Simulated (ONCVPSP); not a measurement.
# palladium (Pd), ONCV: configuration errors across variants

| Quantity | Value |
| --- | --- |
| Element | palladium (Pd) |
| Generator | ONCVPSP 4.0.1 |
| Type | optimised norm-conserving Vanderbilt (ONCV) |
| Functional | revPBE |
| Relativity | fully relativistic |
| Frozen core | [Ar] 3d10 |
| Valence charge | 18 |
| Reference configuration | 4s2 4p6 4d10 |
| Partial waves | 4s: rc 1.30 bohr, ncon 4, nbas 7, qcut 7.1 1/bohr, 2 projectors, debl 3.8 Ha; 4p: rc 1.50 bohr, ncon 3, nbas 7, qcut 11.2 1/bohr, 1 projector; 4d: rc 1.55 bohr, ncon 4, nbas 8, qcut 10 1/bohr, 1 projector |
| Local potential | polynomial inside 0.90 bohr (lpopt 4, dvloc0 1 Ha) |
| Core correction | polynomial model core, fcfact 0.6 |

Open shells are filled in proportion to 2j + 1.

All-electron excitation energies from the reference (eV): (1) 4s2 4p6 4d9 9.027; (2) 4s2 4p6 4d8 29.757; (3) 4s2 4p5 4d10 57.179.

1 further variants failed, have other tests or another functional or relativity, and are left out.

Errors AE − PS in meV (a dash: test not solved or not reliable):

```csv
change,(1),(2),(3),bound ghosts,GHOST(+) flags above zero
base,+0.5,+3.9,-11,none,s
"local potential polynomial inside 0.90 bohr (lpopt 5, dvloc0 0 Ha)",+0.6,+4.6,-9.1,none,s
"all radii but the core radius scaled by about 0.93 (s 1.22, p 1.40, d 1.44 bohr); local potential polynomial inside 0.84 bohr (lpopt 4, dvloc0 1 Ha)",+0.7,+4.6,-5.8,none,s
"core correction polynomial model core, fcfact 0.86",+0.5,+3.9,-11,none,s
s: qcut 6.5,+0.5,+3.8,-10,none,s
d: rc 1.58,+0.5,+3.8,-11,none,s
```

(1) Give the same row for: s: qcut 8.4; p: qcut 13.3; d: qcut 11.8.

Answers

(1) +0.7, +4.7, +2.2; bound ghosts: none; GHOST(+) flags above zero: none.
